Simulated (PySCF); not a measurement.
Ionisation energy of Ga¹³⁺ by level of theory

Ga¹³⁺ [Ar] (1S) → Ga¹⁴⁺ [Ne] 3s2 3p5 (2P), as a difference of total energies. All numbers are calculated (PySCF 2.14, the spin-free X2C one-electron Hamiltonian (Gaussian nucleus), in an even-tempered Gaussian basis (19 s from 0.93 bohr⁻², ratio 2.5; 12 p from 1.2 bohr⁻², ratio 2.5; 5 d from 7.8 bohr⁻², ratio 2.7; 4 f from 12 bohr⁻², ratio 2.7)). Correlated levels: outer shells: 1s2 frozen; virtual orbitals above 40 to 60 times the deepest correlated orbital energy dropped. The calculations carry no spin-orbit coupling.

| method | ionisation energy (eV) |
| --- | --- |
| UHF | 471.71 |
| MP2 (outer shells) | 472.63 |
| SCS-MP2 (outer shells) | 472.49 |
| CCSD (outer shells) | 472.49 |
| CCSD(T) (outer shells) | 472.49 |

How much does correlation contribute at CCSD(T) (outer shells)?

472.49 − (471.71) = 0.78 eV, measured against UHF.

A first-order spin-orbit estimate (lowest level to lowest level, LS coupling) adds -1.626 eV.

Breit and QED terms and the two-electron picture change are absent.

For comparison: 471.2 ± 1.4 eV (semi-empirical (NIST evaluation); NIST Atomic Spectra Database, ionization energies).
